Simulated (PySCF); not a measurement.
From one molecule to another.

First species: C6H14NP.
Atom-mapped SMILES: `[CH2:1]=[C:2]([CH3:3])[P:4]([CH2:5][CH3:6])[NH:7][CH3:8]` (hydrogens: H9, H10 on C1; H11, H12, H13 on C3; H14, H15 on C5; H16, H17, H18 on C6; H19 on N7; H20, H21, H22 on C8)

Geometry (GFN2-xTB, Å), atoms numbered from 1 in this order:
```xyz
22
C6H14NP angstrom
C      2.4698    0.2593   -0.9955
C      1.4488   -0.0988   -0.2282
C      1.6186   -0.5854    1.1777
P     -0.2397    0.0218   -0.9564
C     -1.0559    1.0325    0.3890
C     -0.4794    2.4403    0.4318
N     -0.7854   -1.5322   -0.3996
C     -2.1291   -1.9226   -0.8034
H      3.4924    0.2178   -0.6514
H      2.3168    0.6165   -2.0007
H      1.4752    0.2368    1.8791
H      0.8840   -1.3547    1.4049
H      2.6200   -0.9855    1.3252
H     -0.9372    0.5145    1.3432
H     -2.1247    1.0833    0.1626
H      0.5834    2.4161    0.6672
H     -0.5958    2.9251   -0.5360
H     -0.9877    3.0437    1.1823
H     -0.1235   -2.2355   -0.7246
H     -2.8246   -1.1354   -0.5178
H     -2.4015   -2.8361   -0.2719
H     -2.2349   -2.1022   -1.8784
```

Second species: C6H14NP.
SMILES: `CC/C=P/CN(C)C`

Levels: PBE0/pcSseg-1 for dipole moment, HOMO energy, LUMO energy and HOMO–LUMO gap; GFN2-xTB for rotational constant A and rotational constant C. Geometries: GFN2-xTB. All species are isolated and taken at one optimised geometry, non-relativistic unless stated; the electronic structure was computed with PySCF and density fitting.

Dipoles, sizes and rotational constants follow the conformer. The torsions of the flexible species, by atom-mapped SMILES:
- `[CH2:1]=[C:2]([CH3:3])[P:4]([CH2:5][CH3:6])[NH:7][CH3:8]`: C1–C2–P4–C5 -128°, C2–P4–C5–C6 68°, C2–P4–N7–C8 -178°
- `[CH3:1][CH2:2]/[CH:3]=[P:4]/[CH2:5][N:6]([CH3:7])[CH3:8]`: C1–C2–C3–P4 1°, C3–P4–C5–N6 44°, P4–C5–N6–C7 -165°

Question: Which of the two has the higher HOMO energy, and by how much?

Answer: The first: -5.73 eV against -6.21 eV, a difference of 0.48 eV.

Question: Which has the higher rotational constant C?

Answer: The first: 1.034 GHz against 0.770 GHz, a difference of 0.264 GHz.

Question: Which of the two has the higher dipole moment, and by how much?

Answer: The second: 1.48 D against 0.83 D, a difference of 0.65 D.

Question: Which of the two has the higher rotational constant A, and by how much?

Answer: The second: 3.612 GHz against 1.891 GHz, a difference of 1.721 GHz.

Question: Which has the higher LUMO energy?

Answer: The first: -0.09 eV against -1.16 eV, a difference of 1.07 eV.

Question: Which of the two has the higher HOMO–LUMO gap, and by how much?

Answer: The first: 5.64 eV against 5.05 eV, a difference of 0.59 eV.

On the first: The dipole matches unit charges of opposite sign 0.17 Å apart (1 e·Å = 4.8032 D). A dipole of 0.83 D is allowed in C1, and pure rotational transitions are dipole-allowed.

On the second: The dipole equals about 4.9 × 10⁻³⁰ C·m (1 D = 3.33564 × 10⁻³⁰ C·m).
